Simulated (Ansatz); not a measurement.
Consider the cleavage of the Ge–Si bond: `N[SiH](N)[GeH3]` + `N=C=S` → `S=C=[N][GeH3]` + `N[SiH2]N`.

Isolated molecules relaxed with PBE0-D4/def2-TZVP in Ansatz; ΔE leaves out vibrations. CCSD(T)/CBS is the MP2 limit (def2-TZVPP, def2-QZVPP) plus CCSD(T) − MP2 in def2-TZVPP, frozen cores. This one scheme is used for every species. DFT in def2-TZVPP. For Ge outer-core shells are correlated without core-valence functions, which leaves a few kJ/mol of doubt a bond. Scalar relativity is left out up to krypton. One conformer a species, not always the lowest.

Question: Is it downhill or uphill in electronic energy at CCSD(T)/CBS, and by how much? (An estimate is asked.)

Answer: Ansatz gave: Downhill: ΔE = -39.9 kJ/mol.

Question: What do these levels give: PBE-D4, PBE0-D4, B2PLYP, MP2/def2-TZVPP, CCSD(T)/def2-TZVPP, CCSD/CBS(def2)? (An estimate is asked.)

Answer: Computed: PBE-D4 -16.2, PBE0-D4 -26.6, B2PLYP -45.3, MP2/def2-TZVPP -51.6, CCSD(T)/def2-TZVPP -44.4, CCSD/CBS(def2) -44.2 kJ/mol.

Largest T1 diagnostic among the species: 0.019.

The D4 term adds +4.1 kJ/mol with B3LYP and +2.4 kJ/mol with PBE0; it sums over pairs of atoms, weighted by their polarisabilities, and B3LYP, whose exchange is more repulsive, gets the larger term. From PBE to PBE0 (25 % exact exchange), in def2-TZVPP and without D4, ΔE moves by −10.3 kJ/mol.

B3LYP here is the variant with VWN-RPA as its local correlation; programs differ in this.
